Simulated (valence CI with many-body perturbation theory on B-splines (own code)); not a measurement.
## Energy levels of Te¹¹⁺

Computed by configuration interaction combined with many-body perturbation theory (CI+MBPT): five valence electrons over a frozen Dirac-Fock core [Kr], radial functions for each j: 7 s, 7 p, 8 d, 6 f, 4 g, 1 h, with the one-electron correlation potential Σ1 (screened to all orders), the two-electron term Σ2, the three-electron term Σ3, Breit, model QED; selected single and double excitations, second order for the rest, scaled by the run's own slope (own B-spline code, finite nucleus).

No measured levels were compared; by estimate terms of the open shell hold to 2 to 4 % of their energy, and close levels can change places. Among the levels kept, up to 1200 cm⁻¹ of a level comes from second order outside the variational space, and about a tenth of that is noise between levels of different J, which matters for small intervals. Excitations out of the core, of the other parity, are not computed and may begin above about 56.3 eV (a cautious bound); beyond it only levels of the ground parity were kept, without lifetimes.

Levels 46 to 90 of 99, with energies above the lowest level, 4d5 6S_5/2. "Leading %" is the weight of the configuration and term that name the level; weights of strongly mixed levels are sums over their largest components and can fall short.

| No. | Configuration | Term | J | E (eV) | Leading % | Second component |
| --- | --- | --- | --- | --- | --- | --- |
| 46 | 4d4 5s | 4D | 7/2 | 78.263 | 55 | 13 % 4d4 5s 4H |
| 47 | 4d4 5s | 4P | 1/2 | 78.762 | 62 | 12 % 4d4 5s 6D |
| 48 | 4d4 5s | 4H | 9/2 | 78.956 | 49 | 20 % 4d4 5s 4G |
| 49 | 4d4 5s | 4H | 7/2 | 78.959 | 55 | 27 % 4d4 5s 4D |
| 50 | 4d4 5s | 4G | 5/2 | 79.627 | 60 | 27 % 4d4 5s 4F |
| 51 | 4d4 5s | 4H | 11/2 | 79.658 | 75 | 20 % 4d4 5s 4G |
| 52 | 4d4 5s | 4G | 7/2 | 79.882 | 38 | 28 % 4d4 5s 4F |
| 53 | 4d4 5s | 4F | 3/2 | 79.945 | 81 | 10 % 4d4 5s 2D |
| 54 | 4d4 5s | 4P | 3/2 | 79.980 | 77 | 13 % 4d4 5s 4D |
| 55 | 4d4 5s | 4H | 13/2 | 80.082 | 83 | 15 % 4d4 5s 2I |
| 56 | 4d4 5s | 4H | 9/2 | 80.243 | 36 | 23 % 4d4 5s 2H |
| 57 | 4d4 5s | 4F | 5/2 | 80.346 | 33 | 22 % 4d4 5s 2F |
| 58 | 4d4 5s | 2P | 1/2 | 80.702 | 58 | 29 % 4d4 5s 4D |
| 59 | 4d4 5s | 4G | 9/2 | 80.825 | 46 | 30 % 4d4 5s 2H |
| 60 | 4d4 5s | 2H | 11/2 | 80.924 | 51 | 26 % 4d4 5s 2I |
| 61 | 4d4 5s | 4P | 5/2 | 80.979 | 44 | 38 % 4d4 5s 4D |
| 62 | 4d4 5s | 4G | 7/2 | 81.127 | 36 | 32 % 4d4 5s 4F |
| 63 | 4d4 5s | 4F | 9/2 | 81.206 | 38 | 20 % 4d4 5s 2H |
| 64 | 4d4 5s | 4D | 7/2 | 81.320 | 35 | 22 % 4d4 5s 2G |
| 65 | 4d4 5s | 4D | 7/2 | 81.624 | 52 | 19 % 4d4 5s 2F |
| 66 | 4d4 5s | 4D | 3/2 | 81.641 | 50 | 25 % 4d4 5s 2P |
| 67 | 4d4 5s | 2F | 5/2 | 81.827 | 38 | 20 % 4d4 5s 4F |
| 68 | 4d4 5s | 4G | 11/2 | 81.903 | 63 | 15 % 4d4 5s 4H |
| 69 | 4d4 5s | 2G | 7/2 | 82.107 | 50 | 25 % 4d4 5s 2F |
| 70 | 4d4 5s | 2F | 5/2 | 82.299 | 28 | 23 % 4d4 5s 4D |
| 71 | 4d4 5s | 4D | 1/2 | 82.527 | 79 | 14 % 4d4 5s 2P |
| 72 | 4d4 5s | 2I | 13/2 | 82.642 | 83 | 15 % 4d4 5s 4H |
| 73 | 4d4 5s | 2D | 5/2 | 82.741 | 55 | 14 % 4d4 5s 4P |
| 74 | 4d4 5s | 2P | 3/2 | 82.754 | 35 | 27 % 4d4 5s 2D |
| 75 | 4d4 5s | 2G | 9/2 | 82.780 | 76 | 9 % 4d4 5s 4G |
| 76 | 4d4 5s | 2I | 11/2 | 82.921 | 64 | 32 % 4d4 5s 2H |
| 77 | 4d4 5s | 2D | 3/2 | 83.244 | 70 | 12 % 4d4 5s 2P |
| 78 | 4d4 5s | 2G | 9/2 | 83.760 | 59 | 25 % 4d4 5s 4F |
| 79 | 4d4 5s | 2G | 7/2 | 84.034 | 52 | 32 % 4d4 5s 2F |
| 80 | 4d4 5s | 2S | 1/2 | 84.132 | 76 | 12 % 4d4 5s 4P |
| 81 | 4d4 5s | 2D | 5/2 | 84.203 | 41 | 32 % 4d4 5s 4P |
| 82 | 4d4 5s | 2D | 3/2 | 84.494 | 40 | 25 % 4d4 5s 4F |
| 83 | 4d4 5s | 2F | 7/2 | 84.652 | 66 | 14 % 4d4 5s 4F |
| 84 | 4d4 5s | 2F | 5/2 | 84.804 | 61 | 20 % 4d4 5s 2D |
| 85 | 4d4 5s | 4P | 5/2 | 85.437 | 63 | 17 % 4d4 5s 2D |
| 86 | 4d4 5s | 4F | 3/2 | 85.821 | 37 | 35 % 4d4 5s 4P |
| 87 | 4d4 5s | 4F | 9/2 | 85.856 | 79 | 14 % 4d4 5s 2G |
| 88 | 4d4 5s | 4F | 7/2 | 86.210 | 67 | 22 % 4d4 5s 2F |
| 89 | 4d4 5s | 4F | 5/2 | 86.267 | 64 | 14 % 4d4 5s 2D |
| 90 | 4d4 5s | 4P | 3/2 | 86.334 | 33 | 33 % 4d4 5s 4F |

Names give the largest LS component (configuration and term), which can be under half, so a name can repeat, a term be missing and a line seem to break the LS rules; names also repeat where a configuration has a term twice.

Where two levels of one J and parity lie close, their mixing, g and order are uncertain.
